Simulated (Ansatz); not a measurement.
Compare A (`C[Se]CC#N`) with its isomer B (`C=C[Se]C=N`).

Isolated molecules relaxed with PBE0-D4/def2-TZVP in Ansatz; ΔE leaves out vibrations. CCSD(T)/CBS adds triple-zeta CCSD(T) − MP2 to the extrapolated MP2 energy (def2 sets, frozen cores). Functionals use def2-TZVPP. B3LYP here is the variant with VWN-RPA as its local correlation; programs differ in this. For Se outer-core shells are correlated without core-valence functions, which leaves a few kJ/mol of doubt a bond. Scalar relativity is left out up to krypton. One conformer a species, not always the lowest.

Question: Which isomer does CCSD(T)/CBS put lower? Give the gap. (Estimate.)

Answer: Computed: A, by 94.0 kJ/mol.

Question: Give E(B) − E(A) in kJ/mol with PBE-D4, ωB97M-V, PBE0-D4, B2PLYP, CCSD(T)/def2-TZVPP, B3LYP-D4, CCSD/def2-TZVPP. (Best estimate.)

Answer: Computed: PBE-D4 70.5, ωB97M-V 94.1, PBE0-D4 81.6, B2PLYP 94.1, CCSD(T)/def2-TZVPP 98.8, B3LYP-D4 81.2, CCSD/def2-TZVPP 103.2. None reverses the order clearly.

Largest T1 diagnostic: 0.012.

From PBE to PBE0 (25 % exact exchange), in def2-TZVPP and without D4, E(B) − E(A) moves by +11.0 kJ/mol.
